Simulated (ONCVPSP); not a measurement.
# C ONCV: all-electron and pseudo phase curves

ONCVPSP 4.0.1 input, shortened (lines: element, Z, core and valence counts, functional; n l f; lmax; l rc ep ncon nbas qcut; lloc lpopt rc5 dvloc0; l nproj debl; icmod fcfact rcfact), LDA (Perdew-Zunger), scalar-relativistic:

```
  C 6.00    1    2        3      upf
    1    0    2.00
    2    0    2.00
    2    1    1.00
    1
    0    1.05    0.00    4    7    6.90
    1    2.00    0.00    5    8    6.20
    4    5    0.90    3.00
    0    1    0.40
    1    3    2.60
    3    5.25    1.60
```

The phase is arctan(r·R′/R) of the radial function R(r), unwrapped; energies in Ha, scanned from -2 to 5 Ha. A pole is an energy at which the radial function vanishes at the test radius. The pseudo phase is shifted by a multiple of π to meet the all-electron one at the reference energy, and phase errors are pseudo minus all-electron; the curves can meet again beyond the range given. Levels narrower than the energy grid can be missing from the lists of poles.

```tsv
channel	radius (bohr)	reference energy (Ha)	poles, all-electron	poles, pseudo	unbroken range about the reference energy with phases within 0.05 rad	phase error 1 Ha above the reference energy (rad)
s	1.06	-0.94	4.71	3.86	below 3.9	-0.004
p	2.03	-0.63	-0.21, 3.65	-0.21, 3.65	the whole range	-0.000
```

Phases in the s channel:

```tsv
E (Ha)	all-electron	pseudo
-1.98	0.025	0.018
-1.62	-0.215	-0.218
-1.26	-0.449	-0.450
-0.90	-0.656	-0.656
-0.54	-0.826	-0.827
-0.18	-0.962	-0.965
0.18	-1.070	-1.075
0.54	-1.156	-1.164
0.90	-1.226	-1.236
1.26	-1.284	-1.297
1.62	-1.332	-1.348
1.98	-1.373	-1.393
2.34	-1.409	-1.432
2.70	-1.440	-1.468
3.06	-1.468	-1.501
3.42	-1.494	-1.533
3.78	-1.517	-1.564
4.14	-1.539	-1.595
4.50	-1.559	-1.627
4.86	-1.579	-1.661
```
